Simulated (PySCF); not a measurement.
Molecule: SMILES C(=C\C)(/[S-])C(F)F, [C4H5F2S]-.

Geometry (Å), atoms numbered from 1 in this order:
```xyz
12

C    -1.594   -0.153    0.166
C    -0.576    0.836   -0.310
C     0.759    0.666   -0.327
S     1.886    1.831   -0.882
C     1.416   -0.594    0.150
F     1.019   -1.725   -0.530
F     1.149   -0.902    1.466
H    -1.131   -1.071    0.513
H    -2.181    0.267    0.989
H    -2.291   -0.405   -0.640
H    -0.962    1.779   -0.673
H     2.508   -0.529    0.051
```

Total charge -1.

Frames of a GFN2-xTB Langevin trajectory at 300 K; GIAO PBE0/pcSseg-1 shieldings in PySCF 2.14.0 with density-fitted response routines, gas phase, non-relativistic; equivalent atoms averaged within each frame.

Scale: 13C (σ = 186.93 ppm) and 1H (σ = 31.72 ppm) vs TMS; 33S (σ = 503.73 ppm) against CS2; 19F (σ = 170.95 ppm) vs CFCl3 (reference shieldings calculated alike). The references are static minima.

How do the shifts (ppm) fluctuate along the trajectory?

Results:


```
         time (fs)     C3     C5     C2    C1   S4   F6/F7   H12   H11  H8/H9/H10
               250  169.4  135.4  113.8   8.4  134  -118.5  7.59  6.46       0.90
               425  166.8  139.9  111.1  20.3  103  -113.5  7.35  5.16       2.02
               625  169.2  132.1  116.4  21.1  100  -131.6  6.53  6.12       2.51
               800  165.3  140.2  105.6  13.1  133  -127.6  8.38  5.33       1.36
              1000  171.3  138.2  114.7  18.0  103  -131.9  6.97  5.93       1.81
    mean of frames  168.4  137.1  112.3  16.2  115  -124.6  7.36  5.80       1.72
standard deviation    2.4    3.4    4.2   5.4   17     8.2  0.70  0.54       0.62
```

5 frames give an uncertainty of the mean of about the standard deviation over 2.2 at best, since frames this close in time may not be independent; classical motion lacks zero-point vibration, and the reference would need the same averaging.
